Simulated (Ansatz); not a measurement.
`CC(C)O[Si]O`, relaxed with RKS PBE0-D4/def2-TZVP in the Gaussian-basis code of Ansatz from a PBE-D4/def2-SVP geometry. The force threshold is 0.005 eV/Å; the program also tests the step.

The species carries charge 0 and has multiplicity 1.

Start:

```xyz
14

C     0.462    1.084    1.149
C     0.094   -0.238    0.480
C    -1.372   -0.617    0.676
O     0.354   -0.126   -0.927
Si    1.476   -1.081   -1.778
O     1.247   -0.412   -3.305
H     1.534    1.317    0.990
H    -0.138    1.912    0.720
H     0.274    1.042    2.241
H     0.734   -1.048    0.911
H    -1.617   -0.712    1.753
H    -2.031    0.157    0.232
H    -1.594   -1.583    0.181
H     0.578    0.304   -3.324
```

```tsv
step	energy (eV)	largest force (eV/Å)	largest move (Å)
1	-15206.7086	1.200	0.000
2	-15206.7819	0.728	0.028
3	-15206.8022	0.075	0.029
4	-15206.8038	0.040	0.023
5	-15206.8044	0.019	0.033
6	-15206.8045	0.007	0.005
7	-15206.8045	0.003	0.003
```

End:

```xyz
14

C     0.455    1.074    1.146
C     0.093   -0.233    0.473
C    -1.358   -0.610    0.675
O     0.344   -0.112   -0.925
Si    1.430   -1.051   -1.748
O     1.245   -0.428   -3.260
H     1.508    1.311    0.987
H    -0.147    1.888    0.735
H     0.272    1.016    2.222
H     0.729   -1.032    0.883
H    -1.586   -0.709    1.739
H    -2.010    0.159    0.251
H    -1.583   -1.559    0.184
H     0.607    0.287   -3.363
```

It took 39 s on 4 threads of an Arm Neoverse V2 on a shared host, with 0.72 GiB of host memory at the peak.
